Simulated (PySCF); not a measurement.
Can point charges reproduce the dipole moment of `F[C@@H]1CCN[Si@@H]1[C@H]1C[C@@H]1F`?

Coordinates (GFN2-xTB, Å) and charges (e) from the PBE0/pcSseg-1 density (PySCF):

```csv
atom,x,y,z,Mulliken,IAO,Hirshfeld,ESP-fitted
F1,-1.129,0.641,1.983,-0.3456,-0.3361,-0.1215,-0.2520
C2,-1.226,1.155,0.694,-0.0986,-0.0896,-0.0270,+0.1108
C3,-2.527,0.692,0.059,-0.2524,-0.2752,-0.0804,-0.1180
C4,-2.335,-0.741,-0.430,+0.0040,-0.1413,-0.0259,-0.0415
N5,-1.001,-0.816,-0.999,-0.6791,-0.6906,-0.2504,-0.5656
Si6,0.104,0.362,-0.431,+0.9933,+1.0118,+0.3830,+0.3932
C7,1.593,-0.276,0.519,-0.5521,-0.4600,-0.1460,-0.2702
C8,2.683,-1.003,-0.231,-0.2170,-0.3067,-0.0971,-0.3952
C9,2.923,0.366,0.294,+0.2185,+0.1715,+0.0464,+0.1217
F10,3.764,0.504,1.359,-0.3125,-0.3083,-0.1128,-0.2062
H11,-1.203,2.240,0.813,+0.1205,+0.1404,+0.0370,+0.0487
H12,-3.357,0.758,0.763,+0.1358,+0.1504,+0.0458,+0.0730
H13,-2.728,1.342,-0.792,+0.1291,+0.1450,+0.0471,+0.0720
H14,-3.082,-0.998,-1.187,+0.1185,+0.1346,+0.0388,+0.0646
H15,-2.442,-1.439,0.409,+0.1139,+0.1236,+0.0300,+0.0795
H16,-0.781,-1.694,-1.438,+0.1866,+0.2586,+0.1162,+0.3174
H17,0.501,1.277,-1.513,-0.1160,-0.1605,-0.0901,-0.1019
H18,1.430,-0.620,1.533,+0.1695,+0.1774,+0.0527,+0.1980
H19,3.185,-1.819,0.267,+0.1477,+0.1650,+0.0553,+0.1889
H20,2.587,-1.124,-1.299,+0.1310,+0.1449,+0.0484,+0.1681
H21,3.033,1.212,-0.373,+0.1050,+0.1450,+0.0504,+0.1147
```

Question: Form Σ q r in debye for every column and set it beside the full dipole.

Answer: The full density gives (-1.35, -0.81, -2.49) D, 2.94 D in size; dipole vectors point from the negative to the positive end.

```
    scheme     μx     μy     μz  size (D)  share of the full size (%)  angle to the full dipole (°)
  Mulliken  -2.43   0.48  -5.35      5.90                         200                            21
       IAO  -1.81   0.66  -4.88      5.25                         178                            25
 Hirshfeld  -0.88  -0.21  -1.84      2.05                          70                            11
ESP-fitted  -1.37  -0.82  -2.52      2.98                         101                             0
```

Question: Which set comes closest?

Answer: Length of the difference vector: ESP-fitted 0.04 D, Hirshfeld 1.00 D, IAO 2.85 D, Mulliken 3.32 D. Closest: ESP-fitted. 

Question: What is left for the Hirshfeld atoms' own dipoles?

Answer: The Hirshfeld atoms' densities add up to the full density, so μ = Σ q r + Σ (atomic dipoles). The atomic dipoles sum to (-1.35, -0.81, -2.49) − (-0.88, -0.21, -1.84) = (-0.47, -0.60, -0.65) D, 1.00 D in size.

Question: With the origin at the mean of the coordinates, (0.000, 0.001, 0.000) Å, which are the largest single terms, by size, of the IAO dipole along the direction of the full one?

Answer: N5 -5.07, F10 +4.46, H16 +2.53, C7 +2.41, F1 +2.15 D; all 21 atoms together +4.77 D. The single terms depend on the origin, their sum doesn't.

Question: Give the size of the full dipole in other units.

Answer: 2.94 D = 1.158 au = 0.613 e·Å = 9.82 × 10⁻³⁰ C·m.

The structure is a single GFN2-xTB conformer in the gas phase; no vibrational or solvent corrections.
